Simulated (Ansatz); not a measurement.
Stepwise reaction of `[Br][Cd][Br]` with hydrogen fluoride, as a gas-phase model of exchange steps in deposition or etching. ΔE in kJ/mol; ΔG adds harmonic PBE0-D4 terms to CCSD(T)/CBS, at 1 bar.

Isolated molecules relaxed with PBE0-D4/def2-TZVP in Ansatz; ΔE leaves out vibrations. CCSD(T)/CBS adds triple-zeta CCSD(T) − MP2 to the extrapolated MP2 energy (def2 sets, frozen cores). This one scheme is used for every species. DFT in def2-TZVPP. B3LYP here is the variant with VWN-RPA as its local correlation; programs differ in this. Elements past krypton have def2 core potentials. For Br, Cd outer-core shells are correlated without core-valence functions, which leaves a few kJ/mol of doubt a bond. Scalar relativity is left out up to krypton.

```json
{"step": "1", "reaction": "`[Br][Cd][Br]` + H–F → `[F][Cd][Br]` + HBr", "PBE-D4": "100.7", "B3LYP-D4": "105.1", "ωB97M-V": "109.0", "CCSD(T)/CBS": "115.0", "ΔG(600 K)": "103.0"}
{"step": "2", "reaction": "`[F][Cd][Br]` + H–F → `[F][Cd][F]` + HBr", "PBE-D4": "104.3", "B3LYP-D4": "108.3", "ωB97M-V": "112.8", "CCSD(T)/CBS": "118.9", "ΔG(600 K)": "113.8"}
```

Question: By hand: ΔE of the 2 steps together at CCSD(T)/CBS.

Answer: (115.0) + (118.9) = 233.9 kJ/mol, or 117.0 kJ/mol a step.

In ΔE the steps differ by no more than 3.9 kJ/mol. All are uphill at CCSD(T)/CBS. ΔG lies between 103.0 and 113.8 kJ/mol a step. PBE-D4 differs from CCSD(T)/CBS by -14.6 to -14.3 kJ/mol a step. Isolated molecules leave out the surface, adducts and barriers. Largest T1 diagnostic: 0.018.
